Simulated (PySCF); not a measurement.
# Ionisation energy of Ca¹⁴⁺ by level of theory

Ca¹⁴⁺ [He] 2s2 2p2 (3P) → Ca¹⁵⁺ [He] 2s2 2p1 (2P), as a difference of total energies. Calculation: PySCF 2.14, in an uncontracted even-tempered set (18 s from 2.1 bohr⁻², ratio 2.2; 11 p from 2.7 bohr⁻², ratio 2.2; 6 d from 13 bohr⁻², ratio 2.4; 5 f from 19 bohr⁻², ratio 2.4; 5 g from 29 bohr⁻², ratio 2.4); no relativity, point nucleus. Correlated levels: nothing frozen; virtual orbitals above 40 to 60 times the deepest correlated orbital energy dropped. The calculations carry no spin-orbit coupling.

**Question.** Order these methods by the ionisation energy they give, lowest first.
A. B3LYP
B. r2SCAN
C. PBE
D. LDA

**Answer.** D (892.97 eV), C (893.44 eV), A (894.17 eV), B (894.80 eV).

A first-order spin-orbit estimate (lowest level to lowest level, LS coupling) adds -0.147 eV.

These non-relativistic numbers lack the scalar-relativistic shift.

For comparison: 894 ± 0.4 eV (semi-empirical (NIST evaluation); NIST Atomic Spectra Database, ionization energies).
